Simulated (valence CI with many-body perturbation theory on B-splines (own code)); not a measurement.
# Bi51+: electric-dipole lines

Method: valence CI with perturbative core correlation (CI+MBPT): four valence electrons over a frozen Dirac-Fock core [Ar] 3d10, a basis of 11 s, 11 p, 10 d, 8 f, 5 g, 2 h functions for each j, with the one-electron correlation potential Σ1 (screened to all orders), the two-electron term Σ2, the three-electron term Σ3, Breit, model QED; selected single and double excitations, second order for the rest, scaled by the run's own slope (own B-spline code, finite nucleus).

The last digits are not significant, and no measured levels were compared; by estimate large intervals hold to a few tenths of a per cent, small ones and those within an open d or f shell to about a per cent. Among the levels kept, up to 400 cm⁻¹ of a level comes from second order outside the variational space, and about a tenth of that is noise between levels of different J, which matters for small intervals.

Lines 51 to 100 of 564 in falling wavelength, among levels below 69.695 Ry, chosen from the strongest by gf and those to the six lowest levels. Wavelengths and rates use the calculated energies. Electric multipoles are in the length gauge, E1 and E2 with the static RPA response of the core. Weak lines are less certain than strong ones. Lines between different terms over intervals too small for the method are left out, as are lines whose strength nearly cancels. Where a level lies close to another of its J and parity, the split of strength between their lines is uncertain. The highest levels of a list are the least certain.

Levels are named by their leading jj configuration (3d3/2^4 stands for four electrons in 3d with j = 3/2), which in mixed levels can hold well under half, so a name can repeat and another be missing. Letters in brackets count levels of one name in rising energy.

```csv
λ vac (nm),Upper,Lower,A (s⁻¹),log gf,Branch %
9.690,(4s 4p1/2 4p3/2 4d5/2) J=3 [d],(4s^2 4p3/2 4d5/2) J=3,2.54e+10,-0.60,1.3
9.603,(4s 4p1/2 4p3/2 4f5/2) J=3 [d],(4s^2 4p3/2 4f5/2) J=4,2.46e+10,-0.62,1.4
9.587,(4s 4p1/2 4p3/2 4f7/2) J=5 [c],(4s^2 4p3/2 4f7/2) J=5,2.50e+10,-0.42,2.3
9.514,(4s 4p1/2 4p3/2 4f7/2) J=4 [d],(4s^2 4p3/2 4f7/2) J=5,2.85e+10,-0.46,1.8
9.508,(4s 4p1/2 4p3/2 4d5/2) J=4 [b],(4s^2 4p3/2 4d5/2) J=4,1.40e+10,-0.77,2.9
9.493,(4s 4p1/2 4p3/2 4d5/2) J=2 [d],(4s^2 4p3/2 4d5/2) J=3,3.37e+10,-0.64,1.4
9.457,(4p1/2^2 4p3/2 4d5/2) J=3,(4s 4p1/2 4p3/2 4d5/2) J=4 [c],2.99e+10,-0.55,2.0
9.361,(4s 4p1/2^2 4p3/2) J=1,(4s^2 4p1/2 4p3/2) J=2,5.42e+10,-0.67,5.9
9.329,(4s 4p1/2 4p3/2 4f7/2) J=3 [c],(4s^2 4p3/2 4f7/2) J=4,2.63e+10,-0.62,1.7
9.314,(4s 4p1/2 4p3/2^2) J=1 [a],(4s^2 4p3/2^2) J=2,1.74e+10,-1.17,1.5
9.180,(4p1/2 4p3/2^3) J=2,(4s 4p3/2^3) J=2,2.96e+10,-0.73,1.1
9.171,(4p1/2^2 4p3/2 4d5/2) J=2,(4s 4p1/2 4p3/2 4d5/2) J=3 [a],4.43e+10,-0.55,4.2
9.169,(4s 4p1/2 4p3/2^2) J=2 [b],(4s^2 4p3/2^2) J=2,3.19e+10,-0.70,2.0
9.074,(4s 4p1/2 4p3/2 4d5/2) J=3 [c],(4s^2 4p3/2 4d5/2) J=4,3.23e+10,-0.55,1.8
9.053,(4s 4p1/2 4p3/2^2) J=1 [b],(4s^2 4p3/2^2) J=2,2.46e+10,-1.04,1.2
9.031,(4p1/2^2 4p3/2^2) J=2,(4s 4p1/2 4p3/2^2) J=3,7.35e+10,-0.35,5.2
9.018,(4s 4p1/2^2 4p3/2) J=1,(4s^2 4p1/2 4p3/2) J=1,1.48e+10,-1.27,1.6
8.986,(4p1/2^2 4p3/2 4d5/2) J=4,(4s 4p1/2 4p3/2 4d5/2) J=5,7.37e+10,-0.10,9.0
8.982,(4s 4p1/2 4p3/2 4d5/2) J=4 [c],(4s^2 4p3/2 4d5/2) J=4,1.54e+10,-0.77,1.2
8.936,(4p1/2^2 4p3/2 4d5/2) J=3,(4s 4p1/2 4p3/2 4d5/2) J=4 [b],3.34e+10,-0.55,2.3
8.897,(4s 4p1/2 4p3/2 4d3/2) J=2 [d],(4s^2 4p3/2 4d3/2) J=3,3.22e+10,-0.72,0.9
8.833,(4p1/2^2 4p3/2 4d3/2) J=3,(4s 4p1/2 4p3/2 4d3/2) J=4,8.19e+10,-0.17,6.6
8.797,(4p1/2^2 4p3/2 4d3/2) J=2,(4s 4p1/2 4p3/2 4d3/2) J=3 [a],5.74e+10,-0.48,8.6
8.269,(4p1/2^2 4p3/2 4d5/2) J=4,(4s 4p1/2 4p3/2 4d5/2) J=4 [a],3.00e+10,-0.56,3.7
7.323,(4s 4p1/2^2 4d3/2) J=1,(4s 4p1/2^2 4p3/2) J=1,3.26e+10,-1.11,39.2
7.137,(4s 4p1/2^2 4d3/2) J=2,(4s 4p1/2^2 4p3/2) J=1,2.69e+09,-1.99,3.3
6.884,(4s^2 4p1/2 4d3/2) J=2,(4s^2 4p1/2 4p3/2) J=2,2.36e+10,-1.08,93.0
6.878,(4s 4p1/2 4d3/2 4d5/2) J=4 [b],(4s 4p1/2 4p3/2 4d5/2) J=4 [b],2.92e+10,-0.73,6.9
6.696,(4s^2 4p1/2 4d3/2) J=2,(4s^2 4p1/2 4p3/2) J=1,1.78e+09,-2.22,7.0
6.646,(4s 4p1/2^2 4d3/2) J=1,(4s 4p1/2^2 4p3/2) J=2,1.00e+10,-1.70,12.1
6.492,(4s 4p1/2^2 4d3/2) J=2,(4s 4p1/2^2 4p3/2) J=2,3.98e+10,-0.90,48.3
6.419,(4s 4p1/2 4d3/2 4d5/2) J=5,(4s 4p1/2 4p3/2 4d5/2) J=5,4.23e+10,-0.54,23.4
6.353,(4s^2 4p3/2 4d3/2) J=2,(4s^2 4p3/2^2) J=2,5.64e+09,-1.77,0.2
6.284,(4s^2 4p3/2 4d3/2) J=1,(4s^2 4p3/2^2) J=2,1.68e+10,-1.53,0.6
5.981,(4s^2 4p1/2 4d3/2) J=1,(4s^2 4p1/2 4p3/2) J=1,1.80e+10,-1.54,0.5
5.936,(4s 4p1/2 4p3/2 4f7/2) J=4 [b],(4s 4p1/2 4p3/2 4d5/2) J=4 [b],4.94e+10,-0.63,6.1
5.879,(4s 4p1/2 4p3/2 4f7/2) J=2 [a],(4s 4p1/2 4p3/2 4d5/2) J=1 [a],1.00e+11,-0.59,14.3
5.841,(4s 4p1/2 4d3/2 4d5/2) J=3 [d],(4s 4p1/2 4p3/2 4d5/2) J=2 [a],4.77e+10,-0.77,2.8
5.840,(4s 4p1/2 4d3/2 4d5/2) J=4 [b],(4s 4p1/2 4p3/2 4d3/2) J=3 [c],5.78e+10,-0.58,13.6
5.836,(4s 4p1/2^2 4f7/2) J=3,(4s 4p1/2^2 4d5/2) J=2,2.15e+11,-0.11,69.3
5.784,(4s 4p1/2 4p3/2 4f7/2) J=3 [b],(4s 4p1/2 4p3/2 4d5/2) J=2 [b],8.36e+10,-0.53,12.8
5.783,(4s 4p1/2 4p3/2 4f7/2) J=3 [c],(4s 4p1/2 4p3/2 4d5/2) J=3 [c],5.72e+10,-0.70,3.7
5.774,(4s 4p1/2 4p3/2 4f7/2) J=4 [c],(4s 4p1/2 4p3/2 4d5/2) J=4 [c],6.74e+10,-0.52,6.4
5.762,(4s 4p1/2 4d3/2 4d5/2) J=3 [b],(4s 4p1/2 4p3/2 4d3/2) J=3 [c],6.33e+10,-0.66,10.2
5.757,(4s^2 4p1/2 4f7/2) J=4,(4s^2 4p1/2 4d5/2) J=3,2.06e+11,-0.04,99.8
5.743,(4s 4p1/2 4p3/2 4d5/2) J=2 [b],(4s 4p1/2 4p3/2^2) J=2 [b],1.07e+11,-0.58,13.9
5.732,(4s^2 4p1/2 4f7/2) J=3,(4s^2 4p1/2 4d5/2) J=2,2.49e+11,-0.07,83.0
5.726,(4s 4p1/2 4p3/2 4f7/2) J=2 [c],(4s 4p1/2 4p3/2 4d5/2) J=1 [c],9.87e+10,-0.62,8.1
5.724,(4s 4p1/2 4p3/2 4f7/2) J=5 [c],(4s 4p1/2 4p3/2 4d5/2) J=4 [c],4.86e+10,-0.58,4.5
5.721,(4s 4p1/2 4p3/2 4f7/2) J=3 [a],(4s 4p1/2 4p3/2 4d5/2) J=2 [a],8.52e+10,-0.53,8.2
```
